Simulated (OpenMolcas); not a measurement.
# 3d along the 19-electron sequence

| Property | Result |
| --- | --- |
| Program | OpenMolcas 26.06 |
| Method | CASSCF |
| Basis | ANO-RCC-VTZP |
| Scalar Hamiltonian | DKH2, point nucleus |
| Spin-orbit coupling | RASSI with atomic mean-field integrals over the reference wave functions, term energies averaged over their components |

Active space for each ion: 1 electron in 5 orbitals (3d).

Computed levels in cm-1 above 2D 3/2:

```tsv
Level	Sc2+	Ti3+	V4+	Cr5+	Mn6+	Fe7+
2D 5/2	196	373	612	923	1329	1808
weight of 2D in the lowest level (%)	100	100	100	100	100	100
```

Measured, with the error of the calculation in %. Measured levels: Sc2+ from Sugar and Corliss, J. Phys. Chem. Ref. Data 9, 473 (1980); Ti3+ from Corliss and Sugar, J. Phys. Chem. Ref. Data 8, 1 (1979); V4+ from Sugar and Corliss, J. Phys. Chem. Ref. Data 7, 1191 (1978); Cr5+ from Sugar and Corliss, J. Phys. Chem. Ref. Data 6, 317 (1977); Mn6+ from Corliss and Sugar, J. Phys. Chem. Ref. Data 6, 1253 (1977); Fe7+ from Corliss and Sugar, J. Phys. Chem. Ref. Data 11, 135 (1982).

```csv
Level,Sc2+,Ti3+,V4+,Cr5+,Mn6+,Fe7+
2D 5/2,198 (-0.7),382 (-2.3),625 (-2.1),940 (-1.8),1350 (-1.6),1836 (-1.5)
```

The fine-structure level 2D 5/2 changes by a factor of 9.22 from Sc2+ to Fe7+. Its fourth root runs 3.74, 4.39, 4.97, 5.51, 6.04, 6.52, with steps per unit of Z of 0.65, 0.58, 0.54, 0.53, 0.48; equal steps would mean a (Z - σ)^4 law with constant σ.

With one active electron the reference holds no correlation, so core polarisation is missing. Computed and measured levels are paired by configuration, term and J; levels that our copy of the source lacks, or whose pairing is in doubt (as where it misses far off the trend of its configuration), stay unpaired and out of the deviations. Levels of configurations outside the active space are missing.
